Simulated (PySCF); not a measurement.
C₃H₆INO.
Numbering: `[NH2:1][C:2](=[O:3])[CH2:4][CH2:5][I:6]` (hydrogens: H7, H8 on N1; H9, H10 on C4; H11, H12 on C5)

Method used: PBE0-D3(BJ)/def2-SVP geometry optimisation, gas phase, def2 core potentials past Kr in PySCF.

Q: What internal coordinates does the optimisation give?

A: 
| bond | length (Å) | order |
| --- | --- | --- |
| N1–C2 | 1.358 | single |
| C2=O3 | 1.213 | double |
| C2–C4 | 1.524 | single |
| C4–C5 | 1.510 | single |
| C5–I6 | 2.156 | single |
| N1–H7 | 1.009 | single |
| N1–H8 | 1.012 | single |
| C4–H9, C4–H10 | 1.103 | single |
| C5–H11, C5–H12 | 1.096 | single |

Bonds in one row agree within 0.01 Å and their mean is given. Orders are formal, as drawn. A selection of angles:
| angle | degrees |
| --- | --- |
| C2–N1–H7 | 122.5 |
| C2–N1–H8 | 118.1 |
| H7–N1–H8 | 119.0 |
| N1–C2–O3 | 122.9 |
| N1–C2–C4 | 114.7 |
| O3–C2–C4 | 122.4 |
| C2–C4–C5 | 110.6 |
| C2–C4–H9 | 108.3 |
| C2–C4–H10 | 109.8 |
| C5–C4–H9 | 110.6 |
| H9–C4–H10 | 106.3 |
| C4–C5–I6 | 111.8 |
| C4–C5–H11 | 111.7 |
| I6–C5–H11 | 106.4 |
| H11–C5–H12 | 108.5 |

Torsions: N1–C2–C4–C5 170° (antiperiplanar); C2–C4–C5–I6 177° (antiperiplanar). The mirror-image conformer, all signs reversed, is as good.

Of the pairs four or more bonds apart, O3···H11 is among the closest relative to their van der Waals radii: 2.62 Å, 96 % of the sum of Bondi's values. N1 (amide nitrogen) is planar (angles 122.5°, 119.0° and 118.1°, sum 359.6°, 0.04 Å off the plane of its three neighbours).

Point group: C1 (no symmetry element, even within 0.4 Å). Not checked by PBE0-D3(BJ)/def2-SVP frequencies. One conformer, not necessarily the lowest (H–N1–C2–O3 -176° and -4°, N1–C2–C4–C5 170°, C2–C4–C5–I6 177°).
